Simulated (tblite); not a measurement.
Species: C2H7FOSi2.
Numbering: `[OH:1][Si@@H:2]1[CH2:3][SiH2:4][C@@H:5]1[F:6]` (hydrogens: H7 on O1; H8 on Si2; H9, H10 on C3; H11, H12 on Si4; H13 on C5)

Computed with GFN2-xTB (tblite), gas phase: Langevin dynamics at 200 K from the optimised GFN2-xTB geometry, time step 0.5 fs, friction 0.01 fs⁻¹, 2000 steps. The instantaneous temperature is 2·E(kin)/(3Nk) with all 3N coordinates.

```json
{"t (fs)": "0", "T (K)": "167", "E(pot) above start (eV)": "0.000", "O1–Si2 (Å)": "1.623", "Si2–C3 (Å)": "1.919", "C3–Si4 (Å)": "1.919", "Si4–C5 (Å)": "1.937", "C5–F6 (Å)": "1.403", "O1–H7 (Å)": "0.955"}
{"t (fs)": "25", "T (K)": "102", "E(pot) above start (eV)": "0.141", "O1–Si2 (Å)": "1.629", "Si2–C3 (Å)": "1.898", "C3–Si4 (Å)": "1.913", "Si4–C5 (Å)": "1.937", "C5–F6 (Å)": "1.407", "O1–H7 (Å)": "0.941"}
{"t (fs)": "50", "T (K)": "179", "E(pot) above start (eV)": "0.170", "O1–Si2 (Å)": "1.645", "Si2–C3 (Å)": "1.930", "C3–Si4 (Å)": "1.927", "Si4–C5 (Å)": "1.925", "C5–F6 (Å)": "1.417", "O1–H7 (Å)": "0.981"}
{"t (fs)": "75", "T (K)": "132", "E(pot) above start (eV)": "0.257", "O1–Si2 (Å)": "1.626", "Si2–C3 (Å)": "1.914", "C3–Si4 (Å)": "1.909", "Si4–C5 (Å)": "1.920", "C5–F6 (Å)": "1.404", "O1–H7 (Å)": "0.978"}
{"t (fs)": "100", "T (K)": "124", "E(pot) above start (eV)": "0.282", "O1–Si2 (Å)": "1.600", "Si2–C3 (Å)": "1.900", "C3–Si4 (Å)": "1.929", "Si4–C5 (Å)": "1.943", "C5–F6 (Å)": "1.401", "O1–H7 (Å)": "0.928"}
{"t (fs)": "125", "T (K)": "211", "E(pot) above start (eV)": "0.277", "O1–Si2 (Å)": "1.619", "Si2–C3 (Å)": "1.951", "C3–Si4 (Å)": "1.924", "Si4–C5 (Å)": "1.883", "C5–F6 (Å)": "1.414", "O1–H7 (Å)": "0.944"}
{"t (fs)": "150", "T (K)": "100", "E(pot) above start (eV)": "0.313", "O1–Si2 (Å)": "1.637", "Si2–C3 (Å)": "1.875", "C3–Si4 (Å)": "1.933", "Si4–C5 (Å)": "2.003", "C5–F6 (Å)": "1.437", "O1–H7 (Å)": "0.997"}
{"t (fs)": "175", "T (K)": "144", "E(pot) above start (eV)": "0.257", "O1–Si2 (Å)": "1.637", "Si2–C3 (Å)": "1.969", "C3–Si4 (Å)": "1.934", "Si4–C5 (Å)": "1.875", "C5–F6 (Å)": "1.394", "O1–H7 (Å)": "0.941"}
{"t (fs)": "200", "T (K)": "158", "E(pot) above start (eV)": "0.273", "O1–Si2 (Å)": "1.626", "Si2–C3 (Å)": "1.889", "C3–Si4 (Å)": "1.928", "Si4–C5 (Å)": "1.976", "C5–F6 (Å)": "1.427", "O1–H7 (Å)": "0.938"}
{"t (fs)": "225", "T (K)": "186", "E(pot) above start (eV)": "0.329", "O1–Si2 (Å)": "1.613", "Si2–C3 (Å)": "1.975", "C3–Si4 (Å)": "1.918", "Si4–C5 (Å)": "1.921", "C5–F6 (Å)": "1.376", "O1–H7 (Å)": "0.971"}
{"t (fs)": "250", "T (K)": "234", "E(pot) above start (eV)": "0.340", "O1–Si2 (Å)": "1.633", "Si2–C3 (Å)": "1.922", "C3–Si4 (Å)": "1.977", "Si4–C5 (Å)": "1.951", "C5–F6 (Å)": "1.389", "O1–H7 (Å)": "0.957"}
{"t (fs)": "275", "T (K)": "216", "E(pot) above start (eV)": "0.475", "O1–Si2 (Å)": "1.609", "Si2–C3 (Å)": "1.896", "C3–Si4 (Å)": "1.853", "Si4–C5 (Å)": "1.957", "C5–F6 (Å)": "1.386", "O1–H7 (Å)": "0.956"}
{"t (fs)": "300", "T (K)": "190", "E(pot) above start (eV)": "0.312", "O1–Si2 (Å)": "1.633", "Si2–C3 (Å)": "1.908", "C3–Si4 (Å)": "2.008", "Si4–C5 (Å)": "1.960", "C5–F6 (Å)": "1.418", "O1–H7 (Å)": "0.963"}
{"t (fs)": "325", "T (K)": "204", "E(pot) above start (eV)": "0.307", "O1–Si2 (Å)": "1.619", "Si2–C3 (Å)": "1.946", "C3–Si4 (Å)": "1.845", "Si4–C5 (Å)": "1.891", "C5–F6 (Å)": "1.412", "O1–H7 (Å)": "0.962"}
{"t (fs)": "350", "T (K)": "154", "E(pot) above start (eV)": "0.384", "O1–Si2 (Å)": "1.637", "Si2–C3 (Å)": "1.909", "C3–Si4 (Å)": "1.974", "Si4–C5 (Å)": "1.998", "C5–F6 (Å)": "1.416", "O1–H7 (Å)": "0.934"}
{"t (fs)": "375", "T (K)": "265", "E(pot) above start (eV)": "0.343", "O1–Si2 (Å)": "1.627", "Si2–C3 (Å)": "1.941", "C3–Si4 (Å)": "1.890", "Si4–C5 (Å)": "1.862", "C5–F6 (Å)": "1.388", "O1–H7 (Å)": "0.973"}
{"t (fs)": "400", "T (K)": "242", "E(pot) above start (eV)": "0.277", "O1–Si2 (Å)": "1.599", "Si2–C3 (Å)": "1.874", "C3–Si4 (Å)": "1.948", "Si4–C5 (Å)": "1.980", "C5–F6 (Å)": "1.396", "O1–H7 (Å)": "0.978"}
{"t (fs)": "425", "T (K)": "225", "E(pot) above start (eV)": "0.226", "O1–Si2 (Å)": "1.624", "Si2–C3 (Å)": "1.987", "C3–Si4 (Å)": "1.894", "Si4–C5 (Å)": "1.908", "C5–F6 (Å)": "1.404", "O1–H7 (Å)": "0.948"}
{"t (fs)": "450", "T (K)": "216", "E(pot) above start (eV)": "0.196", "O1–Si2 (Å)": "1.639", "Si2–C3 (Å)": "1.873", "C3–Si4 (Å)": "1.921", "Si4–C5 (Å)": "1.943", "C5–F6 (Å)": "1.423", "O1–H7 (Å)": "0.941"}
{"t (fs)": "475", "T (K)": "189", "E(pot) above start (eV)": "0.265", "O1–Si2 (Å)": "1.636", "Si2–C3 (Å)": "1.949", "C3–Si4 (Å)": "1.915", "Si4–C5 (Å)": "1.941", "C5–F6 (Å)": "1.413", "O1–H7 (Å)": "0.963"}
{"t (fs)": "500", "T (K)": "197", "E(pot) above start (eV)": "0.263", "O1–Si2 (Å)": "1.592", "Si2–C3 (Å)": "1.884", "C3–Si4 (Å)": "1.918", "Si4–C5 (Å)": "1.952", "C5–F6 (Å)": "1.390", "O1–H7 (Å)": "0.953"}
{"t (fs)": "525", "T (K)": "218", "E(pot) above start (eV)": "0.221", "O1–Si2 (Å)": "1.645", "Si2–C3 (Å)": "1.963", "C3–Si4 (Å)": "1.976", "Si4–C5 (Å)": "1.969", "C5–F6 (Å)": "1.393", "O1–H7 (Å)": "0.934"}
{"t (fs)": "550", "T (K)": "226", "E(pot) above start (eV)": "0.249", "O1–Si2 (Å)": "1.623", "Si2–C3 (Å)": "1.897", "C3–Si4 (Å)": "1.884", "Si4–C5 (Å)": "1.955", "C5–F6 (Å)": "1.382", "O1–H7 (Å)": "0.960"}
{"t (fs)": "575", "T (K)": "196", "E(pot) above start (eV)": "0.292", "O1–Si2 (Å)": "1.622", "Si2–C3 (Å)": "1.929", "C3–Si4 (Å)": "1.907", "Si4–C5 (Å)": "1.949", "C5–F6 (Å)": "1.396", "O1–H7 (Å)": "0.965"}
{"t (fs)": "600", "T (K)": "226", "E(pot) above start (eV)": "0.262", "O1–Si2 (Å)": "1.597", "Si2–C3 (Å)": "1.944", "C3–Si4 (Å)": "1.953", "Si4–C5 (Å)": "1.997", "C5–F6 (Å)": "1.441", "O1–H7 (Å)": "0.962"}
{"t (fs)": "625", "T (K)": "179", "E(pot) above start (eV)": "0.372", "O1–Si2 (Å)": "1.658", "Si2–C3 (Å)": "1.928", "C3–Si4 (Å)": "1.941", "Si4–C5 (Å)": "1.917", "C5–F6 (Å)": "1.363", "O1–H7 (Å)": "0.942"}
{"t (fs)": "650", "T (K)": "164", "E(pot) above start (eV)": "0.312", "O1–Si2 (Å)": "1.628", "Si2–C3 (Å)": "1.908", "C3–Si4 (Å)": "1.950", "Si4–C5 (Å)": "1.913", "C5–F6 (Å)": "1.407", "O1–H7 (Å)": "0.945"}
{"t (fs)": "675", "T (K)": "212", "E(pot) above start (eV)": "0.349", "O1–Si2 (Å)": "1.587", "Si2–C3 (Å)": "1.955", "C3–Si4 (Å)": "1.891", "Si4–C5 (Å)": "1.924", "C5–F6 (Å)": "1.425", "O1–H7 (Å)": "0.964"}
{"t (fs)": "700", "T (K)": "322", "E(pot) above start (eV)": "0.279", "O1–Si2 (Å)": "1.640", "Si2–C3 (Å)": "1.925", "C3–Si4 (Å)": "1.975", "Si4–C5 (Å)": "1.921", "C5–F6 (Å)": "1.368", "O1–H7 (Å)": "0.977"}
{"t (fs)": "725", "T (K)": "246", "E(pot) above start (eV)": "0.409", "O1–Si2 (Å)": "1.623", "Si2–C3 (Å)": "1.943", "C3–Si4 (Å)": "1.842", "Si4–C5 (Å)": "1.981", "C5–F6 (Å)": "1.426", "O1–H7 (Å)": "0.928"}
{"t (fs)": "750", "T (K)": "237", "E(pot) above start (eV)": "0.335", "O1–Si2 (Å)": "1.601", "Si2–C3 (Å)": "1.910", "C3–Si4 (Å)": "1.957", "Si4–C5 (Å)": "1.900", "C5–F6 (Å)": "1.411", "O1–H7 (Å)": "0.943"}
{"t (fs)": "775", "T (K)": "211", "E(pot) above start (eV)": "0.386", "O1–Si2 (Å)": "1.656", "Si2–C3 (Å)": "1.932", "C3–Si4 (Å)": "1.876", "Si4–C5 (Å)": "1.995", "C5–F6 (Å)": "1.361", "O1–H7 (Å)": "0.975"}
{"t (fs)": "800", "T (K)": "212", "E(pot) above start (eV)": "0.283", "O1–Si2 (Å)": "1.629", "Si2–C3 (Å)": "1.905", "C3–Si4 (Å)": "1.943", "Si4–C5 (Å)": "1.943", "C5–F6 (Å)": "1.422", "O1–H7 (Å)": "0.970"}
{"t (fs)": "825", "T (K)": "193", "E(pot) above start (eV)": "0.293", "O1–Si2 (Å)": "1.609", "Si2–C3 (Å)": "1.939", "C3–Si4 (Å)": "1.923", "Si4–C5 (Å)": "1.973", "C5–F6 (Å)": "1.440", "O1–H7 (Å)": "0.934"}
{"t (fs)": "850", "T (K)": "227", "E(pot) above start (eV)": "0.278", "O1–Si2 (Å)": "1.620", "Si2–C3 (Å)": "1.935", "C3–Si4 (Å)": "1.929", "Si4–C5 (Å)": "1.971", "C5–F6 (Å)": "1.405", "O1–H7 (Å)": "0.948"}
{"t (fs)": "875", "T (K)": "253", "E(pot) above start (eV)": "0.372", "O1–Si2 (Å)": "1.637", "Si2–C3 (Å)": "1.911", "C3–Si4 (Å)": "1.919", "Si4–C5 (Å)": "1.923", "C5–F6 (Å)": "1.368", "O1–H7 (Å)": "0.985"}
{"t (fs)": "900", "T (K)": "293", "E(pot) above start (eV)": "0.357", "O1–Si2 (Å)": "1.602", "Si2–C3 (Å)": "1.913", "C3–Si4 (Å)": "1.945", "Si4–C5 (Å)": "1.901", "C5–F6 (Å)": "1.414", "O1–H7 (Å)": "0.955"}
{"t (fs)": "925", "T (K)": "224", "E(pot) above start (eV)": "0.348", "O1–Si2 (Å)": "1.618", "Si2–C3 (Å)": "1.902", "C3–Si4 (Å)": "1.930", "Si4–C5 (Å)": "1.981", "C5–F6 (Å)": "1.440", "O1–H7 (Å)": "0.927"}
{"t (fs)": "950", "T (K)": "202", "E(pot) above start (eV)": "0.337", "O1–Si2 (Å)": "1.618", "Si2–C3 (Å)": "1.971", "C3–Si4 (Å)": "1.910", "Si4–C5 (Å)": "1.926", "C5–F6 (Å)": "1.422", "O1–H7 (Å)": "0.968"}
{"t (fs)": "975", "T (K)": "238", "E(pot) above start (eV)": "0.276", "O1–Si2 (Å)": "1.629", "Si2–C3 (Å)": "1.893", "C3–Si4 (Å)": "1.927", "Si4–C5 (Å)": "1.971", "C5–F6 (Å)": "1.384", "O1–H7 (Å)": "0.985"}
{"t (fs)": "1000", "T (K)": "202", "E(pot) above start (eV)": "0.241", "O1–Si2 (Å)": "1.601", "Si2–C3 (Å)": "1.942", "C3–Si4 (Å)": "1.875", "Si4–C5 (Å)": "1.926", "C5–F6 (Å)": "1.396", "O1–H7 (Å)": "0.953"}
```

Problem. From 500 fs on, how do temperature and potential energy compare with equipartition?

Solution. The mean temperature of these 21 frames is 223 K against the target 200 K, and the mean potential energy 0.31 eV against 33 × kT/2 = 0.28 eV for 33 classical harmonic modes. For 13 atoms in a canonical ensemble the temperature itself scatters by T·√(2/(3N)) = 45 K; here its standard deviation is 35 K. The whole run lasts only 10 friction times of 100 fs, so these averages carry a wide statistical error.

Problem. What are the kinetic and total energies of the listed frame with the highest potential energy?

Solution. The one at 275 fs, 0.475 eV above the start. Its kinetic energy is 3NkT/2 = 0.363 eV at 216 K, so the sum is 0.84 eV; over the listed frames the sum runs from 0.28 to 0.85 eV, since the thermostat adds and removes energy.

Problem. How much do the listed bonds fluctuate from 500 fs on?

Solution. 
```csv
bond,at the start (Å),mean (Å),standard deviation (Å)
O1–Si2,1.623,1.621,0.019
Si2–C3,1.919,1.925,0.023
C3–Si4,1.919,1.922,0.034
Si4–C5,1.937,1.947,0.030
C5–F6,1.403,1.403,0.025
O1–H7,0.955,0.956,0.017
```

The motion is classical and holds no zero-point motion.

What follows is the cost of the whole dynamics run. Time: 20 s wall; peak memory 0.18 GiB. Hardware: one thread, Arm Neoverse N1 (aarch64), shared host.
